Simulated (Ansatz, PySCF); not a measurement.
Spin states of H4O4Re (SMILES [OH][Re]([OH])([OH])[OH]), each relaxed with B3LYP-D3(BJ)/def2-TZVP.
State 1 (charge 0, multiplicity 2):
```xyz
9

Re     0.175    -0.038     0.090
O      1.532     1.253     0.307
H      1.380     2.101    -0.133
O      1.239    -1.564     0.148
H      1.186    -2.363    -0.385
O     -1.537    -0.807     0.398
H     -1.735    -1.254     1.229
O     -0.729     1.386    -0.795
H     -1.616     1.151    -1.097
```
State 2 (charge 0, multiplicity 4):
```xyz
9

Re     0.319     0.050    -0.028
O      1.613     1.147    -0.877
H      1.500     2.108    -0.835
O      1.016    -1.357     1.042
H      0.618    -2.236     1.089
O     -1.337    -0.957    -0.312
H     -1.282    -1.902    -0.493
O     -0.806     1.618     0.073
H     -1.747     1.397     0.101
```

Singlets are restricted, other states unrestricted; no spin–orbit coupling, no relativity up to Kr; see below for the cores. The largest T1 diagnostic is 0.040.

Correlated levels freeze the inner cores; with def2 sets outer-core shells near the valence are correlated too.

Programs: Ansatz (Gaussian basis) for Hartree–Fock, density functionals and correlated methods; PySCF for the dispersion terms. Values without a source in brackets are computed. In def2 rows elements past Kr take small-core potentials, without spin–orbit coupling.

One of these levels gives 4.18 kcal/mol for the energy of the multiplicity-4 state less that of the multiplicity-2 state. Name it.
(A) PBE0/def2-TZVPP
(B) B2PLYP-D3(BJ)/def2-TZVPP
(C) r2SCANh/def2-TZVPP
(D) CAM-B3LYP-D4/def2-TZVPP

A, PBE0/def2-TZVPP. The others give 2.49 (r2SCANh/def2-TZVPP), 6.70 (CAM-B3LYP-D4/def2-TZVPP), 7.95 (B2PLYP-D3(BJ)/def2-TZVPP)

Ansatz is an electronic-structure program.
